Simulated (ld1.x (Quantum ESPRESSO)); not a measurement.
# phosphorus: one change to an ultrasoft potential, before and after

ld1.x (Quantum ESPRESSO) 7.5 input, shortened:

```
&input
   title='P', zed=15., rel=1, dft='PBE', iswitch=3,
   config='[Ne] 3s2 3p2.5'
 /
 &inputp
   pseudotype=3, tm=.true., lloc=-1, rcloc=1.00,
   nlcc=.false.
 /
4
3S  1  0   2.00   0.00  0.95  1.30  0.0
3S  1  0   0.00  -0.30  0.95  1.30  0.0
3P  2  1   2.50   0.00  1.85  1.95  0.0
3P  2  1   0.00   2.20  1.85  1.95  0.0
 &test
   configts(1)='3s2 3p2.5'
 /
```

Change: local potential all-electron potential smoothed inside 1.45 bohr (lloc = -1).

Cutoffs: the cutoffs (Ry, on a coarse ladder) from which the occupation-weighted sum of valence levels, in a spherical-Bessel basis at the reference potential, stays within 10 and 1 mRy of its value at 400 Ry; they do not see the model core or the augmentation charge, which bear on the density cutoff. Errors are all-electron minus pseudo energies relative to the spin-unpolarised reference configuration.

Task: What does the change do?

Result: Both files keep a bound ghost (s); of the 7 tests that both files solve, the error grows in 0 and shrinks in 5 by more than 15 % and 0.3 meV (median size 42.7 → 24.1 meV).

```tsv
quantity	base	changed
bound ghosts	s	s
error for 3s2 3p3, meV [ΔE -3.77 eV]	+7.9	+3.6
error for 3s2 3p2, meV [ΔE 5.95 eV]	+8.1	+3.3
error for 3s2 3p1, meV [ΔE 25.10 eV]	+72	+35
error for 3s2 3p3.3, meV [ΔE -5.08 eV]	+18	+7.9
error for 3s2 3p0, meV [ΔE 54.84 eV]	+45	+44
error for 3s1 3p0, meV [ΔE 106.85 eV]	+145	+145
error for 3s1 3p3, meV [ΔE 15.08 eV]	+43	+24
s: phases at 2.14 bohr within 0.05 rad from the reference energy up to (Ry; the scan ends near 5)	to the end of the scan	4.5
p: phases at 2.14 bohr within 0.05 rad from the reference energy up to (Ry; the scan ends near 5)	-0.2	-0.0
lowest overlap eigenvalue by channel	s 0.77, p 0.29	s 0.77, p 0.46
```

 A true bound ghost makes a file unfit for plane-wave use even where its test errors are small: the radial tests pick states by their node count and pass the ghost by.
